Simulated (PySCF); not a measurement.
Working out the ionisation energy of O(2+)

O(2+) [He] 2s2 2p2 (3P) → O(3+) [He] 2s2 2p1 (2P). Calculation: PySCF 2.14, in x2c-TZVPPall with one added diffuse shell each of s, p, d type (6s4p3d1f, 40 functions); scalar relativity by spin-free X2C-1e. Frozen: 1s2. Energies in hartree (1 hartree = 27.21139 eV):

```csv
part,O(2+) (lower),O(3+) (upper)
UHF,-73.156102,-71.149602
CCSD correlation,-0.095421,-0.089927
(T),-0.001288,-0.000921
```

Q: What does Hartree-Fock give?

A: (-71.149602) − (-73.156102) = 2.006500 hartree = 54.600 eV.

Q: What do CCSD and CCSD(T) give?

A: The CCSD correlation energies differ by 0.005494 hartree = 0.149 eV and the triples by 0.000367 hartree = 0.010 eV, so CCSD gives 54.749 eV and CCSD(T) 54.759 eV.

A first-order spin-orbit estimate adds -0.005 eV to CCSD(T) (valence), giving 54.754 eV against 54.936 eV (semi-empirical (NIST evaluation); NIST Atomic Spectra Database, ionization energies).

What remains against the reference includes basis incompleteness, the frozen core and higher excitations.
